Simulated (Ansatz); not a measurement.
Reaction (ligand exchange at a B–N bond): `CNB(C)C` + `N[SiH3]` → `CB(C)N[SiH3]` + CH₃NH₂

Calculated with Ansatz (gas phase, PBE0-D4/def2-TZVP geometries, no zero-point term in ΔE). CBS: MP2 limit from def2 TZ/QZ plus the TZ coupled-cluster correction, frozen cores. This one scheme is used for every species. Functionals use def2-TZVPP. B3LYP here is the variant with VWN-RPA as its local correlation; programs differ in this. One conformer a species, not always the lowest.

```csv
level,ΔE (kJ/mol)
PBE-D4,11.3
BLYP-D4,10.1
B97M-V,8.9
B3LYP-D4,9.6
BHLYP-D4,7.8
ωB97M-V,9.5
PBE,13.2
CAM-B3LYP,13.2
```

**Question.** What does CCSD(T)/CBS give? (An estimate is asked.)

**Answer.** Ansatz gave: +9.0 kJ/mol. The listed levels differ from it by 2.3, 1.1, -0.1, 0.6, -1.2, 0.5, 4.2, 4.2 kJ/mol.

Largest T1 diagnostic among the species: 0.011.

Leaving LDA and LC-ωPBE aside and taking each functional with its dispersion term where it has one, the values, not all of them listed here, spread over 3.6 kJ/mol, from BHLYP-D4 to B2PLYP. LDA lies +4.3 kJ/mol from PBE without D4. The D4 term adds −3.1 kJ/mol with B3LYP and −1.7 kJ/mol with PBE0; it sums over pairs of atoms, weighted by their polarisabilities, and B3LYP, whose exchange is more repulsive, gets the larger term.
